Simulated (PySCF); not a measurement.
Compounds:

A. SMILES OCCC1=C(CCl)[SiH2][SiH2]1
B. `C1N=CC1`
C. SMILES C=C(/C=C\O/C=C/F)[SiH2]C

Spectrum 1. $^{1}$H NMR (300 MHz, computed): δ 8.45 (t, J = 1.3 Hz, 1H), 4.18 (m, 2H), 3.17 (m, 2H). $^{13}$C{$^{1}$H} NMR (computed): δ 191.3 (CH), 59.7 (CH2), 39.0 (CH2).

Spectrum 2. $^{1}$H NMR (300 MHz, computed): δ 4.82 (m, 2H), 4.65 (m, 2H), 4.39 (s, 2H), 3.89 (t, 2H), 2.62 (t, 2H), 1.56 (br s, 1H). $^{13}$C{$^{1}$H} NMR (computed): δ 178.5 (C), 168.2 (C), 64.2 (CH2), 48.1 (CH2), 41.7 (CH2).

Spectrum 3. $^{1}$H NMR (300 MHz, computed): δ 7.22 (m, 1H), 7.10 (m, 1H), 6.17 (d, 1H), 6.08 (br s, 1H), 5.84 (d, 1H), 5.59 (br s, 1H), 4.73 (q, 2H), 0.14 (t, 3H). $^{13}$C{$^{1}$H} NMR (computed): δ 148.0 (C), 147.8 (CH), 145.2 (CH), 142.3 (CH), 135.6 (CH2), 126.5 (CH), -6.2 (CH3).

Theoretical values (PySCF): B3LYP/pcJ-1 coupling constants, GFN2-xTB geometry, NMR shieldings at PBE0/pcSseg-1/GIAO. One averaged value for each set of equivalent atoms, in vacuum, relativity neglected, one computed conformer.

References, each an isolated molecule treated in the same way: TMS for $^{1}$H (σ = 31.72 ppm) and $^{13}$C (σ = 186.93 ppm). Multiplet labels drop J under 1 Hz and among equivalent protons, and merge close values. Unscaled 3J(H,H) run several per cent high. Splittings of carbon signals by F and P are missing where no couplings were computed. Where no couplings were computed, multiplicities follow the n + 1 count of equivalent neighbours, and m marks all less simple cases (inequivalent or close neighbours, rings, F or P nearby). Vicinal couplings that depend on rotamer populations or ring flexing (ring, CH–CH, X–H and H–F types) are those of the one conformer. Shifts are as computed. Against solution values, carbons near 30 ppm lie about +3 ppm off and those near 130 ppm about +5 ppm; carbons on Cl a further +6 ppm. Of 1211 compounds with measured shifts, 218 miss one by over three times the rms of a fit or turn the order of signals round; such compounds aren't used in these exercises. Carbons bonded to Cl come out too deshielded. OH and NH positions are gas-phase values without hydrogen bonding to other molecules.

Q: Which spectrum belongs to which compound?

A: 1–B, 2–A, 3–C.

- Spectrum 1 (B): 3 $^{13}$C signals; δC 59.7 is an sp3 CH2 bonded to N; δC 39.0 is an sp3 CH2 in a ring.
- Spectrum 2 (A): 5 $^{13}$C signals; δC 64.2 is an sp3 CH2 bonded to O; δC 48.1 is an allylic sp3 CH2 bonded to Cl.
- Spectrum 3 (C): 7 $^{13}$C signals; δC 148.0 is a fully substituted alkene carbon; δC 145.2 is an alkene carbon bearing oxygen.
